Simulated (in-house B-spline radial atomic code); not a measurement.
Results of a calculation; reference values are marked as such.
## Ghost states of the separable form: In

In, [Kr] 4d10 5s2 5p1, non-relativistic LDA (VWN5), spherical and spin-unpolarised, from a B-spline radial code for spherical atoms (atomic units; all potentials screened as in the neutral atom).

Troullier-Martins channels: 5s (ε = -0.2905, r_c = 2.229 bohr), 5p (ε = -0.1018, r_c = 2.889 bohr), 4d (ε = -0.7305, r_c = 0.906 bohr). In the Kleinman-Bylander form one channel serves as the local potential, and each other channel l becomes |δV u><u δV|/<u|δV|u>, with δV = V_l − V_local and u the pseudo-orbital. Its strength is E_KB = <u|δV²|u>/<u|δV|u>. By the analysis of Gonze, Stumpf and Scheffler a spurious state lies below the reference level ε if E_KB > 0 and ε is above the second level of the local potential alone, or if E_KB < 0 and ε is above its first. The table's levels are those of angular momentum l in a sphere of 9 bohr, whose wall can lift a shallow ε a little above its free-atom value.

```tsv
local	channel	<u δV u>	<u δV² u>	ε	first local level	second local level
p	s	-0.031563	0.059135	-0.2904	-0.2776	0.0521
p	d	-5.0426	42.486	-0.7305	0.0727	0.3038
s	p	0.014447	0.020966	-0.0993	-0.1197	0.1300
s	d	-5.8846	58.513	-0.7305	0.0687	0.2919
d	p	0.12413	0.40182	-0.0993	-5.0064	-0.3260
d	s	0.31731	1.6799	-0.2904	-11.3806	-2.2046
```

(1) Apply the rule to each row.

Diagonalising the separable Hamiltonian gives:

```csv
local,channel,three lowest levels,"all-electron, two lowest valence levels"
p,s,"-0.2904, 0.0521, 0.3302","-0.2904, 0.0565"
p,d,"-0.7305, 0.0893, 0.3543","-0.7305, 0.0856"
s,p,"-0.0993, 0.1423, 0.5044","-0.0993, 0.1426"
s,d,"-0.7305, 0.0881, 0.3491","-0.7305, 0.0856"
d,p,"-2.8966, -0.0993, 0.1422","-0.0993, 0.1426"
d,s,"-9.2744, -0.2904, 0.0556","-0.2904, 0.0565"
```

(2) Which choices of local channel are safe?

Answers

(1) Local p, channel s: E_KB = -1.87, so ε = -0.2904 is set against -0.2776: no ghost. Local p, channel d: E_KB = -8.43, so ε = -0.7305 is set against 0.0727: no ghost. Local s, channel p: E_KB = +1.45, so ε = -0.0993 is set against 0.1300: no ghost. Local s, channel d: E_KB = -9.94, so ε = -0.7305 is set against 0.0687: no ghost. Local d, channel p: E_KB = +3.24, so ε = -0.0993 is set against -0.3260: a ghost. Local d, channel s: E_KB = +5.29, so ε = -0.2904 is set against -2.2046: a ghost.

(2) Free of ghosts: s, p. With d local the p channel has a ghost 2.80 hartree below ε, since the local potential binds more than one state below ε, and a repulsive term of rank one raises each level at most to the next, so it clears only one of them. With d local the s channel has a ghost 8.98 hartree below ε, since the local potential binds more than one state below ε, and a repulsive term of rank one raises each level at most to the next, so it clears only one of them. Among the safe choices the second level, which tests transfer, is off by at most 2.5 millihartree (s local), 4.4 millihartree (p local).
